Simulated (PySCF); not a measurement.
# Bonding in `C[C@@H]1CC[CH2][AlH]1`

C5H11Al.
Numbering: `[CH3:1][C@@H:2]1[CH2:3][CH2:4][CH2:5][AlH:6]1` (hydrogens: H7, H8, H9 on C1; H10 on C2; H11, H12 on C3; H13, H14 on C4; H15, H16 on C5; H17 on Al6)

Geometry (PBE0-D3(BJ)/def2-SVP, Å), atoms numbered from 1 in this order:
```
atom  x, y, z in Å
C1     2.2937    0.0814   -0.3193
C2     0.9183   -0.0173    0.3259
C3    -0.0664   -0.9259   -0.4369
C4    -1.4940   -0.8045    0.1164
C5    -1.9451    0.6691    0.1692
Al6   -0.2464    1.5514    0.6218
H7     2.7673   -0.9099   -0.4377
H8     2.9836    0.7046    0.2711
H9     2.2392    0.5273   -1.3270
H10    1.0395   -0.4547    1.3416
H11   -0.0740   -0.6299   -1.5044
H12    0.2612   -1.9821   -0.4236
H13   -1.5066   -1.2257    1.1387
H14   -2.1835   -1.4322   -0.4747
H15   -2.2522    1.0061   -0.8409
H16   -2.8208    0.8281    0.8172
H17    0.0891    3.0427    1.0747
```

Bond orders from the PBE0/pcSseg-1 density (PySCF). One conformer (not necessarily the lowest) at the PBE0-D3(BJ)/def2-SVP geometry, without solvent, vibrations or thermal averaging.

Task: How far do the computed orders between heavy atoms stray from the drawn ones?

Result: The largest departure is 0.164, at Al6–C2 (drawn single, 0.836). Drawn single, order below 0.88: C5–Al6 (0.873) and Al6–C2 (0.836).

Task: Give the Mayer order of every bond, beside its length.

Result: 
| bond | drawn as | length (Å) | Mayer order |
| --- | --- | --- | --- |
| C1–C2 | single | 1.523 | 1.051 |
| C2–C3 | single | 1.542 | 0.978 |
| C3–C4 | single | 1.536 | 1.030 |
| C4–C5 | single | 1.542 | 1.007 |
| C5–Al6 | single | 1.967 | 0.873 |
| Al6–C2 | single | 1.976 | 0.836 |
| C1–H7 | single | 1.105 | 0.962 |
| C1–H8 | single | 1.101 | 0.966 |
| C1–H9 | single | 1.103 | 0.966 |
| C2–H10 | single | 1.113 | 0.922 |
| C3–H11 | single | 1.108 | 0.949 |
| C3–H12 | single | 1.106 | 0.952 |
| C4–H13 | single | 1.106 | 0.951 |
| C4–H14 | single | 1.104 | 0.957 |
| C5–H15 | single | 1.108 | 0.940 |
| C5–H16 | single | 1.101 | 0.956 |
| Al6–H17 | single | 1.594 | 0.904 |

Bonds between the same two heavy elements. C–C: lowest C2–C3 (0.978, 1.542 Å), highest C1–C2 (1.051, 1.523 Å). Al–C: lowest Al6–C2 (0.836, 1.976 Å), highest C5–Al6 (0.873, 1.967 Å).

Task: Sum the orders of all bonds at each heavy atom with more than one neighbour and set the sums beside the valence in the SMILES.

Result: C1 3.945 (drawn 4), C2 3.787 (drawn 4), C3 3.909 (drawn 4), C4 3.945 (drawn 4), C5 3.776 (drawn 4), Al6 2.613 (drawn 3). Orders between atoms that aren't bonded are not in these sums.

Mayer orders depend on the basis set.

The run behind these numbers computed NMR shieldings as well. On one thread of an Arm Neoverse N1, on a shared host, this took 29 s.
